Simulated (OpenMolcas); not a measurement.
# Nb3+ in Cs2NaYF6

Nb3+ with its 6 nearest fluoride ions at 2.082 Å, on the Y site of Cs2NaYF6 (a = 9.075 Å, distance in the model lattice 2.178 Å). The rest of the host is ab initio model potentials to 7.6 Å, with orthogonalisation functions on the cations behind the ligands, and point charges beyond; the distance is set by hand and nothing relaxes. Ligand basis ANO-RCC-VDZP.
```
Nb    0.0000    0.0000    0.0000
F     2.0820    0.0000    0.0000
F     0.0000    2.0820    0.0000
F    -2.0820    0.0000    0.0000
F     0.0000   -2.0820    0.0000
F     0.0000    0.0000    2.0820
F     0.0000    0.0000   -2.0820
```

- Program: OpenMolcas 26.06
- Method: SS-CASPT2, IPEA 0.25 Eh, imaginary shift 0.1 Eh (closed shells correlated: 4s 4p and the ligand valence shells)
- Basis: ANO-RCC-VTZP [7s6p4d2f1g]
- Scalar Hamiltonian: DKH2, point nucleus
- Active space: 2 electrons in 5 orbitals (4d)
- State averaging: 2S+1 = 3 even, 10 roots; 2S+1 = 1 even, 15 roots
- Spin-orbit coupling: state interaction with AMFI integrals over the reference wave functions

The lowest spin-free states (labels of O, the rotations of Oh), above the lowest:

```tsv
State	Degeneracy	E (cm-1)
3T1	3	0
1T2	3	7410
1E	2	7530
1A1	1	17450
3T2	3	24930
3T1	3	31670
1T2	3	33360
1T1	3	35180
3A2	1	51330
1E	2	59260
1A1	1	69090
```

The lowest levels with spin-orbit coupling:

```json
{"E (cm-1)": "0", "Degeneracy": "2", "Label": "E", "2S+1": "3"}
{"E (cm-1)": "23", "Degeneracy": "3", "Label": "T2", "2S+1": "3"}
{"E (cm-1)": "770", "Degeneracy": "3", "Label": "T1", "2S+1": "3"}
{"E (cm-1)": "1110", "Degeneracy": "1", "Label": "A1", "2S+1": "3"}
{"E (cm-1)": "7830", "Degeneracy": "3", "Label": "T2", "2S+1": "1"}
{"E (cm-1)": "7960", "Degeneracy": "2", "Label": "E", "2S+1": "1"}
{"E (cm-1)": "17880", "Degeneracy": "1", "Label": "A1", "2S+1": "1"}
{"E (cm-1)": "25070", "Degeneracy": "1", "Label": "A2", "2S+1": "3"}
{"E (cm-1)": "25220", "Degeneracy": "3", "Label": "T2", "2S+1": "3"}
{"E (cm-1)": "25500", "Degeneracy": "3", "Label": "T1", "2S+1": "3"}
{"E (cm-1)": "25510", "Degeneracy": "2", "Label": "E", "2S+1": "3"}
{"E (cm-1)": "31680", "Degeneracy": "1", "Label": "A1", "2S+1": "3"}
{"E (cm-1)": "31890", "Degeneracy": "3", "Label": "T1", "2S+1": "3"}
{"E (cm-1)": "32230", "Degeneracy": "3", "Label": "T2", "2S+1": "3"}
{"E (cm-1)": "32340", "Degeneracy": "2", "Label": "E", "2S+1": "3"}
{"E (cm-1)": "33890", "Degeneracy": "3", "Label": "T2", "2S+1": "1"}
{"E (cm-1)": "35640", "Degeneracy": "3", "Label": "T1", "2S+1": "1"}
{"E (cm-1)": "51810", "Degeneracy": "3", "Label": "T2", "2S+1": "3"}
{"E (cm-1)": "59730", "Degeneracy": "2", "Label": "E", "2S+1": "1"}
{"E (cm-1)": "69560", "Degeneracy": "1", "Label": "A1", "2S+1": "1"}
```

Powder χT (cm3 K/mol): 0.0166 at 2 K, 0.0797 at 10 K, 0.177 at 50 K, 0.237 at 100 K, 0.349 at 200 K, 0.457 at 300 K. The effective moment at 300 K is 2.828 √(χT) = 1.91 μB.

The lowest level has 2S+1 = 3, for which the spin-only value is χT = S(S+1) / 2 = 1.000 cm3 K/mol (g = 2). The computed 0.457 at 300 K differs by -0.543, through orbital momentum, spin-orbit coupling and any other state in reach. With a threefold ground state the orbital momentum is unquenched, so the spin-only value is not expected to hold.

A least-squares ligand-field fit to the states below 45000 cm-1, each weighted by its degeneracy and with a free common offset, gives 10Dq = 26132 cm-1, B = 534 cm-1 and C = 2011 cm-1 (C/B = 3.76), with an rms deviation of 70 cm-1.

The same method and metal basis give the free ion B = 697 cm-1 (fit to its terms below 60000 cm-1, rms deviation 532 cm-1), so the nephelauxetic ratio is β = 534 / 697 = 0.77; it hangs on how both fits weigh the states, and computed free-ion B values tend to be too large, so β mixes covalency with correlation.

Roots that are degenerate in the reference are averaged as groups; the widest CASPT2 spread within a group is 59 cm-1 (the 3-fold group of multiplicity 3 near 24900 cm-1 above the lowest state of its run). Shifts and gaps below about the spread of the groups concerned are not significant. Over all roots computed the reference weight is 0.72 to 0.73; a low but even weight reflects the number of correlated electrons. An orbital triplet at a regular site is open to Jahn-Teller coupling, which can distort the site and quench the lowest spin-orbit gaps and is left out. The least metal-like active orbital is 84 % on the metal (Löwdin) and no ligand orbital is active, so the numbers are rough. Ligand-to-metal charge-transfer states are missing. With no ligand orbital active B as a rule stays too high, so bands that hang on it stand too high and its fall with covalency is understated. With one d shell and no ligand orbital active, 10Dq can be off by a tenth or more. No measured value stands beside these numbers; the geometry was set by hand and not optimised.

The CASPT2 steps took 110 s on 1 thread of Arm Neoverse V2, on a shared host; the integral step is not counted.
